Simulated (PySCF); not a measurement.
**Electronic absorption of C6H9ClO**

Compound: C6H9ClO.
SMILES with atom numbers: `[Cl:1][C@@H:2]1[CH2:3][CH2:4][C@@H:5]1[C@H:6]1[CH2:7][O:8]1` (hydrogens: H9 on C2; H10, H11 on C3; H12, H13 on C4; H14 on C5; H15 on C6; H16, H17 on C7)

The calculation used TDDFT CAM-B3LYP/def2-SVPD, vertical, gas phase, core orbitals frozen in the response in PySCF 2.14.0, density-fitted response routines. One conformer (not necessarily the lowest) at the GFN2-xTB geometry, without solvent, vibrations or thermal averaging. Torsions of this conformer, `[Cl:1][C@@H:2]1[CH2:3][CH2:4][C@@H:5]1[C@H:6]1[CH2:7][O:8]1`: C4–C5–C6–C7 -35°.

| state | E (eV) | E (kJ/mol) | λ (nm) | f | main configurations (H = HOMO, L = LUMO) |
| --- | --- | --- | --- | --- | --- |
| S1 | 7.32 | 706 | 169.3 | 0.0052 | H-1→L+1 (55%), H→L+1 (8%) |
| S2 | 7.38 | 712 | 168.1 | 0.0031 | H-2→L+1 (36%), H→L+1 (26%) |
| S3 | 7.78 | 751 | 159.3 | 0.0062 | H→L (60%), H→L+3 (13%), H→L+4 (9%) |
| S4 | 7.93 | 765 | 156.4 | 0.011 | H-1→L (62%), H→L+3 (10%) |
| S5 | 7.98 | 770 | 155.4 | 0.0089 | H→L+3 (23%), H-2→L (23%), H-1→L (11%) |
| S6 | 8.13 | 784 | 152.5 | 0.015 | H→L+1 (24%), H→L+2 (21%), H-2→L+1 (11%) |
| S7 | 8.32 | 803 | 149.1 | 0.021 | H→L+2 (21%), H→L+4 (16%), H-2→L (13%) |
| S8 | 8.41 | 812 | 147.4 | 0.027 | H-3→L (34%), H-1→L+3 (18%), H→L+2 (10%) |

Triplets, Tamm–Dancoff:

```csv
state,E (eV),λ (nm),"main configurations (H = HOMO, L = LUMO)"
T1,6.71,184.8,"H-1→L+1 (46%), H-1→L+4 (9%)"
T2,6.76,183.5,"H-2→L+1 (36%), H→L+1 (17%)"
T3,7.60,163.1,"H→L (34%), H→L+3 (30%)"
```

The lowest singlet comes at 169 nm (706 kJ/mol) in the vacuum ultraviolet; it is weak; its leading configuration is HOMO-1→LUMO+1 (55%). The most intense listed level is S8 at 8.41 eV (147 nm, f = 0.027), 1.09 eV above S1. It is the last of those listed, so stronger ones may follow. Löwdin shares by element: HOMO oxygen 46%, carbon 14% or more, chlorine 14% (atoms not listed hold the other 27%); LUMO hydrogen 22% or more, chlorine 12%, carbon 9% or more (atoms not listed hold the other 56%). The oscillator strengths of these states sum to 0.098; summed over the whole spectrum of an exact calculation they would give the number of electrons, 70 (Thomas–Reiche–Kuhn). Orbital energies (eV): HOMO-3 -10.09, HOMO-2 -9.90, HOMO-1 -9.60, HOMO -9.35, LUMO 1.20, LUMO+1 1.40, LUMO+2 1.63. Weighted by f, the mean energy of these states is 8.13 eV. The window holds the lowest 8 singlets.

The run took 73 s (with the writing of density and orbital grids) on an Arm Neoverse V1 with one thread, shared host with 32 logical CPUs at a one-minute load of 12, and the process peaked at 1.0 GiB of memory.
